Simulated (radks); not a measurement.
Question: All-electron calculation, non-relativistic Kohn-Sham, PBE, spin-unpolarised, spherical densities, point nucleus. Program: a radial shooting solver on a logarithmic mesh with Libxc functionals. Response by self-consistent Sternheimer equations with the Hartree and adiabatic LDA kernel. For heavy and open-shell atoms this level of theory can miss by tens of per cent. Rank Fe+, Cu, Rb+, Kr, Zr, Cr (NIST ground configurations) by static dipole polarisability, largest first.

Answer: Zr 122.1, Cr 82.01, Cu 44.74, Fe+ 26.10, Kr 18.12, Rb+ 9.524 bohr^3.
